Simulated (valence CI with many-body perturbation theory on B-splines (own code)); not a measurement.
# Kr VI: electric-dipole lines

Calculated by configuration interaction combined with many-body perturbation theory (CI+MBPT): three valence electrons over a frozen Dirac-Fock core [Ar] 3d10, radial functions for each j: 11 s, 11 p, 9 d, 7 f, 5 g, 2 h, 1 i, with the one-electron correlation potential Σ1, the two-electron term Σ2, the three-electron term Σ3, Breit, model QED; selected CI, second order for the rest, scaled by the run's own slope (own B-spline code, finite nucleus).

Set against measurement, 39 paired levels are off by 174 cm⁻¹ on average, the worst by 872. These come from a selection out of Saloman, J. Phys. Chem. Ref. Data 36, 215 (2007). Levels without a partner in it may be off by more. 4 measured levels below the end of the list, from 390595 cm⁻¹ on, found no clear computed partner, and computed levels of the same name lie up to 2816 cm⁻¹ from them.

Lines 51 to 100 of 268 in falling wavelength, among levels below 57.353 eV, chosen from the strongest by gf and those to the six lowest levels. Wavelengths and rates use the calculated energies, so an error of 200 cm⁻¹ moves a line at 971.6 Å by 0.19 % and its rate by three times that or more. Electric multipoles are in the length gauge, E1 and E2 with the static RPA response of the core. Weak lines are less certain than strong ones. Lines between different terms over intervals too small for the method are left out, as are lines whose strength nearly cancels. The highest levels of a list are the least certain.

Names give the largest LS component (configuration and term), which can be under half, so a name can repeat, a term be missing and a line seem to break the LS rules; names also repeat where a configuration has a term twice. Letters in brackets count levels of one name in rising energy.

```
λ vac (Å)  λ from measured levels                 Upper                 Lower   A (s⁻¹)  S (a.u.)
    976.0                               4s 4p 5p 4S_3/2  4s 4p 4d 2F°_5/2 [a]  3.29e+08  6.04e-01
    971.6                   970.1         4s 4p2 4P_3/2        4s2 4p 2P°_3/2  2.58e+06  4.67e-03
    964.9                   965.1        4s2 5p 2P°_3/2         4s2 4d 2D_5/2  1.73e+09  3.07e+00
    960.4                               4s 4p 5p 4P_3/2  4s 4p 4d 2D°_5/2 [a]  3.68e+08  6.44e-01
    932.8                   931.4         4s 4p2 4P_5/2        4s2 4p 2P°_3/2  1.08e+07  2.60e-02
    928.8                   927.3         4s 4p2 4P_1/2        4s2 4p 2P°_1/2  1.09e+07  8.59e-03
    917.8                                 4p2 4d 2F_5/2  4s 4p 4d 2F°_5/2 [a]  2.41e+08  5.52e-01
    901.3                               4s 4p 5p 4D_7/2      4s 4p 4d 4D°_7/2  3.92e+08  1.13e+00
    900.4                               4s 4p 5p 4P_1/2      4s 4p 4d 4D°_1/2  1.13e+09  8.17e-01
    896.9                               4s 4p 5p 2P_3/2      4s 4p 4d 4P°_5/2  9.88e+08  1.41e+00
    893.8                               4s 4p 5p 4P_1/2      4s 4p 4d 4D°_3/2  1.26e+09  8.86e-01
    891.7                               4s 4p 5p 4P_5/2      4s 4p 4d 4D°_5/2  8.80e+08  1.85e+00
    890.9                               4s 4p 5p 4P_5/2      4s 4p 4d 4P°_3/2  2.81e+08  5.89e-01
    889.3                               4s 4p 5p 4P_5/2      4s 4p 4d 4D°_7/2  1.21e+09  2.52e+00
    864.0                               4s 4p 5p 4P_3/2      4s 4p 4d 4P°_5/2  8.86e+08  1.13e+00
    862.6                               4s 4p 5p 4S_3/2      4s 4p 4d 4D°_5/2  3.85e+08  4.88e-01
    861.8                               4s 4p 5p 4S_3/2      4s 4p 4d 4P°_3/2  5.99e+08  7.56e-01
    859.2                               4s 4p 5p 4S_3/2      4s 4p 4d 4P°_1/2  4.88e+08  6.11e-01
    824.6                   822.6           4p3 2P°_3/2         4s 4p2 2P_3/2  1.12e+09  1.24e+00
    812.3                   810.6           4p3 2P°_1/2         4s 4p2 2P_1/2  1.31e+09  6.91e-01
    797.9                               4s 4p 5p 4D_1/2      4s 4p 4d 4F°_3/2  2.22e+09  1.12e+00
    794.1                               4s 4p 5p 4D_3/2      4s 4p 4d 4F°_5/2  1.89e+09  1.87e+00
    786.6                               4s 4p 5p 4D_5/2      4s 4p 4d 4F°_7/2  2.24e+09  3.23e+00
    783.4                               4s 4p 5p 4D_3/2      4s 4p 4d 4F°_3/2  4.28e+08  4.06e-01
    777.5                               4s 4p 5p 4D_7/2      4s 4p 4d 4F°_9/2  2.40e+09  4.46e+00
    771.0                               4s 4p 5p 4D_5/2      4s 4p 4d 4F°_5/2  4.25e+08  5.76e-01
    756.0                               4s 4p 5p 4D_7/2      4s 4p 4d 4F°_7/2  2.25e+08  3.83e-01
    749.4                   748.7         4s 4p2 2D_3/2        4s2 4p 2P°_3/2  3.29e+07  2.73e-02
    744.9                   744.4           4p3 2D°_3/2         4s 4p2 2D_3/2  8.64e+08  7.05e-01
    743.6                   742.8         4s 4p2 2D_5/2        4s2 4p 2P°_3/2  8.53e+08  1.04e+00
    739.9                   739.1           4p3 2P°_3/2         4s 4p2 2S_1/2  6.22e+08  4.97e-01
    739.6                   738.9           4p3 2D°_5/2         4s 4p2 2D_5/2  1.42e+09  1.70e+00
    738.2                                4s2 4f 2F°_5/2         4s2 4d 2D_3/2  5.05e+08  6.02e-01
    736.2                   735.3  4s 4p 4d 2F°_7/2 [a]         4s2 4d 2D_5/2  4.78e+08  7.52e-01
    733.9                   733.2           4p3 2D°_5/2         4s 4p2 2D_3/2  1.44e+08  1.68e-01
    729.2                   729.3           4p3 4S°_3/2         4s 4p2 2D_3/2  1.82e+08  1.39e-01
    706.5                   705.9         4s 4p2 2D_3/2        4s2 4p 2P°_1/2  1.07e+09  7.44e-01
    679.9                                 4p2 4d 4F_3/2      4s 4p 4d 4F°_5/2  7.27e+08  4.51e-01
    672.1                                 4p2 4d 4F_3/2      4s 4p 4d 4F°_3/2  1.06e+09  6.35e-01
    627.3                   626.2  4s 4p 4d 2D°_5/2 [a]         4s 4p2 2P_3/2  7.20e+08  5.26e-01
    623.2                   622.9           4p3 2D°_3/2         4s 4p2 4P_5/2  1.16e+09  5.56e-01
    617.6                   617.4         4s 4p2 2S_1/2        4s2 4p 2P°_3/2  4.66e+08  1.08e-01
    617.5                   617.2           4p3 2P°_1/2         4s 4p2 2D_3/2  4.57e+09  1.06e+00
    615.4                   615.1           4p3 2D°_5/2         4s 4p2 4P_5/2  4.48e+07  3.09e-02
    615.1                   614.8           4p3 2P°_3/2         4s 4p2 2D_5/2  3.49e+09  1.60e+00
    614.9                   614.1  4s 4p 4d 2D°_3/2 [a]         4s 4p2 2P_1/2  7.87e+08  3.61e-01
    612.1                   612.3           4p3 4S°_3/2         4s 4p2 4P_5/2  5.75e+09  2.60e+00
    611.1                   610.8           4p3 2P°_3/2         4s 4p2 2D_3/2  5.17e+08  2.33e-01
    606.9                   606.7           4p3 2D°_3/2         4s 4p2 4P_3/2  5.69e+08  2.51e-01
    604.6                               4s 4p 5p 2P_3/2           4p3 2D°_5/2  8.16e+08  3.56e-01
```
